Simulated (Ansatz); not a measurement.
Mulliken charges of Cl₂FH₂NSn, SMILES `[NH2][Sn]([F])([Cl])[Cl]` from PBE/def2-TZVPP in Ansatz (PBE0-D4/def2-TZVP geometry).

```json
{"atom": "N1", "x (Å)": "-0.343", "y (Å)": "0.621", "z (Å)": "1.162", "charge (e)": "-0.476"}
{"atom": "Sn2", "x (Å)": "0.288", "y (Å)": "-0.405", "z (Å)": "-0.421", "charge (e)": "1.172"}
{"atom": "F3", "x (Å)": "1.574", "y (Å)": "-1.684", "z (Å)": "0.134", "charge (e)": "-0.408"}
{"atom": "Cl4", "x (Å)": "-1.387", "y (Å)": "-1.636", "z (Å)": "-1.391", "charge (e)": "-0.307"}
{"atom": "Cl5", "x (Å)": "1.392", "y (Å)": "0.911", "z (Å)": "-1.943", "charge (e)": "-0.307"}
{"atom": "H6", "x (Å)": "-1.338", "y (Å)": "0.518", "z (Å)": "1.317", "charge (e)": "0.163"}
{"atom": "H7", "x (Å)": "-0.124", "y (Å)": "1.608", "z (Å)": "1.096", "charge (e)": "0.163"}
```

Question: By hand: the dipole of these point charges (1 e Å = 4.8032 D).

Answer: Σ q r = (-0.381, 0.486, 0.316) e Å, of length 0.694 e Å = 3.33 D.

Question: How does the dipole of the full density compare? (Estimate.)

Answer: Ansatz gave: (-0.411, 0.493, 0.191) e Å, 3.22 D; the point charges give 1.03 times that, at 11° from its direction.

Point charges leave out the atoms' own dipoles, such as those of lone pairs, and Mulliken's split depends on the basis, so the close match here is no proof of good charges.
